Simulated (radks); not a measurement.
Results of a calculation; reference values are marked as such.
These are the eigenvalues of the occupied orbitals of an atom or ion with whole-number occupations (eV). Code: a radial shooting solver on a logarithmic mesh with Libxc functionals. Model: scalar-relativistic Kohn-Sham, PBEsol, spin-polarised, spherical densities, finite nucleus; Fermi nuclear charge, rms radius of each element as measured or else 0.836 A^(1/3) + 0.57 fm.

orbital  eigenvalue
1s up     -22214.47
1s down   -22214.18
2s up     -3438.155
2s down   -3437.977
2p up     -3110.621
2p down   -3110.345
3s up     -830.0041
3s down   -829.6507
3p up     -722.0794
3p down   -721.6783
3d up     -548.9912
3d down   -548.5754
4s up     -317.8514
4s down   -315.0860
4p up     -282.5429

Which element is it, and in what charge state? The configuration may be excited. Open shells, if any, are filled with parallel spins first.

Answer. Z = 44, ruthenium, charge +13: Ru13+ in [Ar] 3d10 4s2 4p1. The list shows which subshells hold electrons but not how many an open one holds; the 1s level, -816.37 hartree, gives Z - s = 40.4 by -(Z - s)^2/2, which with screening and relativity narrows Z to a few neighbours, and the depths of the outer levels then fix element, charge and occupations together.
